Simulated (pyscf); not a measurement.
Optimised with ωB97X-D3(BJ)/def2-SVPD in PySCF. MP2 and CC: frozen core, UHF for open shells. ΔMP2 is the change of the MP2 total energy from the triple- to the quadruple-zeta basis.

Task: `[CH2]=[CH][CH2-]` → `[CH2]=[C-][CH3]`
Surface: singlet. Broken: C–H. Formed: C–H. Give ΔE‡ and ΔE from CCSD(T)/def2-TZVPPD + ΔMP2(QZVPPD), relative to the reactant's lowest minimum found.

Result: ΔE‡ = 250.1 kJ/mol, ΔE = +58.4 kJ/mol. Zero-point energy shifts the barrier by -11.1 kJ/mol. It is a hydrogen shift, with an imaginary mode of 1641i cm⁻¹. One saddle was located; it need not be the lowest between these sides. The CCSD(T) − MP2 part came from Ansatz, without density fitting, on the same reference.
